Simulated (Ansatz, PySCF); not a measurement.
Species: C3H8O, charge 0, singlet. C3H8O (SMILES CCCO).
B3LYP-D3(BJ)/def2-TZVP minimum from Ansatz (a first-principles code):
```xyz
12

C     -1.8645    -0.1931    -0.3023
C     -0.5633    -0.0415     0.4803
C      0.6470     0.0514    -0.4275
O      1.8098     0.1901     0.3857
H     -1.8566    -1.0970    -0.9161
H     -2.0299     0.6578    -0.9677
H     -2.7210    -0.2579     0.3699
H     -0.5982     0.8550     1.1046
H     -0.4258    -0.8898     1.1558
H      0.5406     0.9120    -1.1014
H      0.7147    -0.8511    -1.0496
H      2.5829     0.2497    -0.1841
```
Charge 0, spin multiplicity 1.

Property: enthalpy of formation at 298 K (by atomisation, with rigid-rotor harmonic-oscillator terms from PySCF's Hessian at B3LYP-D3(BJ)/def2-TZVP and the atoms' measured values of the G2/97 table; no spin-orbit terms), in kJ/mol. UHF or UKS for unpaired electrons; spin-orbit terms are left out. CBS(X,Y): correlation extrapolated as X^-3, Hartree-Fock from the larger set. A bracket is a step between two methods taken in the basis named. Functionals run without relativity, which enters their misses. Double hybrids freeze cores in their MP2 part. '+ core + X2C': CCSD(T) terms for core correlation (cc-pwCVTZ) and scalar relativity (cc-pVTZ-DK). For partners of very few electrons the exact lower level stands in for a higher one.

Measured: -61.0 kcal/mol, -255.1 kJ/mol (CRC Handbook, as tabulated in the package chemicals); atomic spin-orbit terms, which the calculations lack, would raise the computed values.

Q: How far off this value is PBE/def2-TZVPD (Ansatz), in which direction, and which of these levels come nearer: B3LYP/def2-TZVPD, PBE0/def2-TZVPD, wB97M-V/def2-TZVPD, B2PLYP/def2-TZVPD, CCSD(T)/CBS(cc-pVTZ,cc-pVQZ) + core + X2C?

A: PBE gives -308.9 kJ/mol, 53.8 kJ/mol below it. Errors of the others: B3LYP/def2-TZVPD (Ansatz) 37.0; PBE0/def2-TZVPD (Ansatz) 10.4; wB97M-V/def2-TZVPD (Ansatz) 3.5; B2PLYP/def2-TZVPD (Ansatz) 67.3; CCSD(T)/CBS(cc-pVTZ,cc-pVQZ) + core + X2C (Ansatz) -5.1; CCSD(T)/CBS(cc-pVTZ,cc-pVQZ) + [CCSDT(Q) - CCSD(T)]/cc-pVDZ + core + X2C (Ansatz) -7.5 kJ/mol. Nearer than PBE: B3LYP/def2-TZVPD, PBE0/def2-TZVPD, wB97M-V/def2-TZVPD, CCSD(T)/CBS(cc-pVTZ,cc-pVQZ) + core + X2C, CCSD(T)/CBS(cc-pVTZ,cc-pVQZ) + [CCSDT(Q) - CCSD(T)]/cc-pVDZ + core + X2C.
